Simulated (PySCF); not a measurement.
F₂H₂HfS₂, multiplicity 1. Atoms are numbered in the order given.

```xyz
7

Hf     0.0000     0.0000     0.2124
F      0.0000    -1.5119     1.3776
F      0.0000     1.5119     1.3776
S     -1.9764     0.0000    -1.2403
H     -2.8482     0.0000    -0.2000
S      1.9764     0.0000    -1.2403
H      2.8482     0.0000    -0.2000
```

The structure is a stationary point at B3LYP-D3(BJ)/def2-SVP. A frequency run showed that this geometry is not a minimum. The multiplicity is an assumed one; other spin states were not compared. The def2 effective core potentials stand for the cores of Hf; spin–orbit coupling is left out. Other conformers were not sampled.

Calculation: TDA-M06-2X/def2-SVPD (PySCF).

Vertical excitations. Isolated molecule, no solvent. State labels are in the subgroup C2v.

### Question
Give excitation energies, oscillator strengths and character. (Estimate from the structure and the level; the computed values follow.)

### Answer

```tsv
state	symmetry	energy (eV)	λ (nm)	f	main pairs
S1	A2	4.37	283	0.000	HOMO→LUMO 98 %
S2	B2	4.51	275	0.000	HOMO−1→LUMO 98 %
S3	B1	5.13	242	0.007	HOMO−2→LUMO 92 %
S4	A1	5.81	213	0.001	HOMO−3→LUMO 59 %, HOMO→LUMO+1 38 %
S5	B2	5.84	212	0.017	HOMO→LUMO+3 87 %
S6	A2	5.88	211	0.000	HOMO−1→LUMO+3 78 %, HOMO→LUMO+2 15 %
S7	B1	6.13	202	0.074	HOMO−1→LUMO+1 90 %
S8	B2	6.28	198	0.000	HOMO−2→LUMO+1 84 %
S9	A1	6.30	197	0.028	HOMO→LUMO+1 37 %, HOMO−2→LUMO+3 29 %, HOMO−3→LUMO 25 %
S10	A2	6.33	196	0.000	HOMO→LUMO+2 69 %, HOMO−1→LUMO+3 15 %
T1	A2	4.23	293	0	HOMO→LUMO 97 %
T2	B2	4.29	289	0	HOMO−1→LUMO 97 %
T3	B1	4.78	259	0	HOMO−2→LUMO 97 %
T4	A1	5.22	237	0	HOMO→LUMO+1 46 %, HOMO−3→LUMO 42 %, HOMO−1→LUMO+5 9 %
```
Triplets are in the Tamm–Dancoff approximation.
